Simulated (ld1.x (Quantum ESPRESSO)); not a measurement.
## u(r) = r·R(r): atom against pseudo-atom (iodine)

Columns: radius, all-electron u(r) and pseudo u(r) of the 5p shell (level -19.82 eV) of iodine in the configuration [Kr] 4d10 5s2 5p3.5; PBE, scalar-relativistic, TM scheme, ld1.x (Quantum ESPRESSO) 7.5.

| r (bohr) | all-electron | pseudo |
| --- | --- | --- |
| 0.105 | 0.0550 | -0.0030 |
| 0.210 | -0.2327 | -0.0120 |
| 0.315 | -0.1152 | -0.0272 |
| 0.420 | 0.1441 | -0.0490 |
| 0.525 | 0.3232 | -0.0778 |
| 0.630 | 0.3685 | -0.1143 |
| 0.735 | 0.3049 | -0.1588 |
| 0.840 | 0.1756 | -0.2116 |
| 0.945 | 0.0180 | -0.2724 |
| 1.050 | -0.1426 | -0.3401 |
| 1.155 | -0.2912 | -0.4126 |
| 1.260 | -0.4202 | -0.4868 |
| 1.365 | -0.5269 | -0.5586 |
| 1.470 | -0.6111 | -0.6237 |
| 1.575 | -0.6744 | -0.6781 |
| 1.680 | -0.7186 | -0.7193 |
| 1.785 | -0.7464 | -0.7464 |
| 1.890 | -0.7598 | -0.7598 |
| 1.995 | -0.7613 | -0.7613 |
| 2.100 | -0.7531 | -0.7531 |
| 2.205 | -0.7369 | -0.7369 |
| 2.310 | -0.7145 | -0.7145 |
| 2.415 | -0.6876 | -0.6876 |
| 2.520 | -0.6572 | -0.6572 |
| 2.625 | -0.6246 | -0.6246 |
| 2.730 | -0.5905 | -0.5905 |

How many radial nodes do the two functions have?

The all-electron 5p function has n − l − 1 = 3; the pseudo-wave has 0, since the states of the same l below it are removed with the core.

At about which radius was the pseudo-wave matched?

2.10 bohr. The columns agree to 0.0005 from 1.78 bohr on; several derivatives are matched, so the curves merge somewhat inside the radius.

Where does each function peak?

Outermost all-electron maximum near 2.00 bohr, pseudo maximum near 2.00 bohr (to the table’s step).

Is the pseudo-wave norm-conserving?

Yes: the TM scheme keeps the norm inside the radius equal to the all-electron one, which fixes the energy derivative of the logarithmic derivative at the level.
